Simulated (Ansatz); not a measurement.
C$_{2}$H$_{4}$AlI, SMILES `[I][Al]1[CH2][CH2]1` at its PBE0-D4/def2-TZVP geometry, where that method's forces vanish. Charge 0, multiplicity 1. I: def2 effective core potential.

```xyz
8

I    -2.0713   -2.8216   -1.0163
Al   -0.6804   -0.9267   -0.3339
C    -0.3467    0.7521    0.4753
C     0.9351    0.0495   -0.1866
H    -0.2828    0.8763    1.5550
H    -0.6343    1.6926    0.0086
H     1.3640    0.5964   -1.0246
H     1.7165   -0.2184    0.5224
```

Task: What forces (eV/Å) does PBE-D4/def2-TZVPP give on these atoms in Ansatz? (Best estimate.)

Result: Computed: 
```
I1  -0.118 -0.161 -0.058
Al2 -0.105 -0.143 -0.051
C3  -0.071  0.077  0.057
C4   0.111 -0.023 -0.038
H5  -0.004  0.030  0.214
H6  -0.071  0.186 -0.083
H7   0.095  0.095 -0.169
H8   0.163 -0.061  0.128
```
